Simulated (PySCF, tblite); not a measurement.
Isomers of C3H6FNSi2, one GFN2-xTB conformer each. Single-point energies are computed at PBE0/pcSseg-1 (PySCF, gas phase, no added dispersion term), electronic only.

```json
{"SMILES": "N#C/C([SiH3])=C\\[SiH2]F", "GFN2-xTB relative energy (kcal/mol)": "0.0"}
{"SMILES": "N#C[SiH2]/C=C(\\F)[SiH3]", "GFN2-xTB relative energy (kcal/mol)": "51.9"}
```

Conformers: `[N:1]#[C:2]/[C:3]([SiH3:4])=[CH:5]\[SiH2:6][F:7]` with C3–C5–Si6–F7 180°; `[N:1]#[C:2][SiH2:3]/[CH:4]=[C:5](\[F:6])[SiH3:7]` with C2–Si3–C4–C5 180°.

Problem. What does PBE0/pcSseg-1 give for the same structures?

Solution. 
| SMILES | PBE0/pcSseg-1 E (Eh) | PBE0/pcSseg-1 (kcal/mol) | GFN2-xTB (kcal/mol) | point group |
| --- | --- | --- | --- | --- |
| N#C/C([SiH3])=C\[SiH2]F | -850.92034 | 0.0 | 0.0 | Cs |
| N#C[SiH2]/C=C(\F)[SiH3] | -850.87085 | 31.1 | 51.9 | Cs |

Both levels put the same isomer lowest. As drawn, the lower has an Si–F bond, which the higher lacks.

Problem. Which frontier levels, dipoles and rotational constants go with these structures?

Solution. 
```csv
SMILES,"HOMO (eV, PBE0/pcSseg-1)",LUMO (eV),dipole (D),"A, B, C (MHz)"
N#C/C([SiH3])=C\[SiH2]F,-8.58,-2.35,2.73,"2871, 916.4, 706.3"
N#C[SiH2]/C=C(\F)[SiH3],-8.29,-1.39,3.75,"4341, 707.6, 617.2"
```

Problem. What happens when harmonic zero-point energies from GFN2-xTB frequencies are added?

Solution. 
```csv
SMILES,ZPE (kcal/mol),electronic (kcal/mol),with ZPE (kcal/mol)
N#C/C([SiH3])=C\[SiH2]F,45.8,0.0,0.0
N#C[SiH2]/C=C(\F)[SiH3],45.1,31.1,30.3
```

The zero-point energies span 0.7 kcal/mol. The order is unchanged.
